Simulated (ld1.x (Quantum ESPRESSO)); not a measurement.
**What one change does to a pseudopotential (Co (Z = 27), RRKJ)**

| Property | Result |
| --- | --- |
| Element | Co |
| Generator | ld1.x (Quantum ESPRESSO) 7.5 |
| Type | norm-conserving RRKJ (Kleinman–Bylander form) |
| Functional | LDA (PZ) |
| Relativity | scalar-relativistic |
| Frozen core | [Ne] 3s2 |
| Valence charge | 15 |
| Reference configuration | 3p6 3d7 4s0 4p0 (charge +2) |
| Partial waves | 3p (bound): rc 0.85 bohr; 3d (bound): rc 0.90 bohr; 4s (bound, empty): rc 1.65 bohr |
| Local potential | the s channel |
| Core correction | none |

Change: all radii scaled by about 1.25 (s 2.06, p 1.06, d 1.12 bohr).

Cutoffs: the cutoffs (Ry, on a coarse ladder) from which the occupation-weighted sum of valence levels, in a spherical-Bessel basis at the reference potential, stays within 10 and 1 mRy of its value at 400 Ry; they do not see the model core or the augmentation charge, which bear on the density cutoff. Errors are all-electron minus pseudo energies relative to the spin-unpolarised reference configuration.

Problem. What does the change do?

Solution. The potential gets softer (200 Ry and 300 Ry → 140 Ry and 200 Ry); of the 9 tests that both files solve, the error grows in 4 and shrinks in 0 by more than 15 % and 0.3 meV (median size 192.2 → 194.0 meV); neither file shows a bound ghost at the reference potential, the only one tested. A larger radius leaves more room for a smooth pseudo-wave, so fewer plane waves are needed. More of the atom is replaced by a form fitted at one configuration, so other configurations suffer.

| quantity | base | changed |
| --- | --- | --- |
| cutoff, loose | 200 Ry | 140 Ry |
| cutoff, tight | 300 Ry | 200 Ry |
| loose cutoff by channel (10 mRy a level) | p 160 Ry, d 180 Ry | p 60 Ry, d 120 Ry |
| bound ghosts | none | none |
| error for 3p6 3d7 4s2 4p0, meV [ΔE -26.38 eV] | -10 | -22 |
| error for 3p6 3d7 4s1 4p0, meV [ΔE -17.08 eV] | -4.2 | -8.1 |
| error for 3p6 3d6 4s0 4p0, meV [ΔE 36.19 eV] | -348 | -322 |
| error for 3p6 3d8 4s0 4p0, meV [ΔE -19.68 eV] | -192 | -194 |
| error for 3p6 3d7 4s1.5 4p0, meV [ΔE -22.66 eV] | -7.4 | -15 |
| error for 3p6 3d7.5 4s1.5 4p0, meV [ΔE -27.36 eV] | -12 | -21 |
| error for 3p6 3d7 4s1 4p1, meV [ΔE -21.95 eV] | -627 | -669 |
| error for 3p6 3d7 4s0 4p0 (spin-polarised), meV [ΔE -2.07 eV] | +467 | +438 |
| error for 3p6 3d7 4s2 4p0 (spin-polarised), meV [ΔE -28.36 eV] | +459 | +417 |

Base: These tests converged, but a pseudo level misses the all-electron one widely, so the file describes the atom poorly there or has found another state: 3p6 3d6 4s0 4p0: empty 4p by 3.0 eV. Changed file: These tests converged, but a pseudo level misses the all-electron one widely, so the file describes the atom poorly there or has found another state: 3p6 3d6 4s0 4p0: empty 4p by 3.1 eV.
